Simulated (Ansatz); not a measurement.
Stepwise reaction of `[O]=[Mo]([OH])([OH])([OH])[OH]` with hydrogen chloride, as a gas-phase model of exchange steps in deposition or etching. ΔE in kJ/mol.

Calculated with Ansatz (gas phase, PBE0-D4/def2-TZVP geometries, no zero-point term in ΔE). CBS: MP2 limit from def2 TZ/QZ plus the TZ coupled-cluster correction, frozen cores. This one scheme is used for every species. Functionals use def2-TZVPP. B3LYP here is the variant with VWN-RPA as its local correlation; programs differ in this. def2 core potentials past Kr. For Mo outer-core shells are correlated without core-valence functions, which leaves a few kJ/mol of doubt a bond. Each species was taken in one conformer, which may not be the lowest.

```json
{"step": "1", "reaction": "`[O]=[Mo]([OH])([OH])([OH])[OH]` + HCl → `[O]=[Mo]([OH])([OH])([OH])[Cl]` + H₂O", "PBE-D4": "-42.3", "B3LYP-D4": "-39.5", "ωB97M-V": "-38.9", "CCSD(T)/CBS": "-46.4"}
{"step": "2", "reaction": "`[O]=[Mo]([OH])([OH])([OH])[Cl]` + HCl → `[O]=[Mo]([OH])([OH])([Cl])[Cl]` + H₂O", "PBE-D4": "-27.1", "B3LYP-D4": "-25.0", "ωB97M-V": "-21.5", "CCSD(T)/CBS": "-31.8"}
{"step": "4", "reaction": "`[O]=[Mo]([OH])([Cl])([Cl])[Cl]` + HCl → `[O]=[Mo]([Cl])([Cl])([Cl])[Cl]` + H₂O", "PBE-D4": "-13.3", "B3LYP-D4": "-10.4", "ωB97M-V": "-3.5", "CCSD(T)/CBS": "-14.0"}
```

Question: Give the row of step 3, `[O]=[Mo]([OH])([OH])([Cl])[Cl]` + HCl → `[O]=[Mo]([OH])([Cl])([Cl])[Cl]` + H₂O. (Best estimate.)

Answer: Ansatz gave: 
| step | reaction | PBE-D4 | B3LYP-D4 | ωB97M-V | CCSD(T)/CBS |
| --- | --- | --- | --- | --- | --- |
| 3 | `[O]=[Mo]([OH])([OH])([Cl])[Cl]` + HCl → `[O]=[Mo]([OH])([Cl])([Cl])[Cl]` + H₂O | -2.0 | -0.3 | 3.7 | -4.0 |

Question: By hand: ΔE of the 4 steps together at CCSD(T)/CBS.

Answer: (-46.4) + (-31.8) + (-4.0) + (-14.0) = -96.2 kJ/mol, or -24.1 kJ/mol a step.

In ΔE step 1 is the lowest and step 3 the highest. PBE-D4 differs from CCSD(T)/CBS by 0.7 to 4.7 kJ/mol a step. Only this route is followed, and other bonds may react first. Isolated molecules leave out the surface, adducts and barriers. Largest T1 diagnostic: 0.025.
